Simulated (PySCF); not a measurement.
**Electron correlation in As³⁺ (arsenic, charge +3)**

[Ar] 3d10 4s2, closed-shell 1S. Calculation: PySCF 2.14, in aug-cc-pVTZ-DK (7s6p4d2f, 59 functions); the spin-free X2C one-electron Hamiltonian (Gaussian nucleus). Frozen: [Ar] 3d10; 2 electrons correlated.

With two correlated electrons CCSD is exact within the correlated space (frozen core and kept virtual orbitals).

```json
{"level": "CCSD", "correlation energy (mhartree)": "-41.75"}
```

Diagnostics: T1 = 0.0034, D1 = 0.0048, largest double amplitude 0.099.

Task: Is a single reference adequate?

Result: Mostly. T1 lies below 0.03, but a double amplitude of this size points to a near-degeneracy that CCSD handles and MP2 describes poorly.
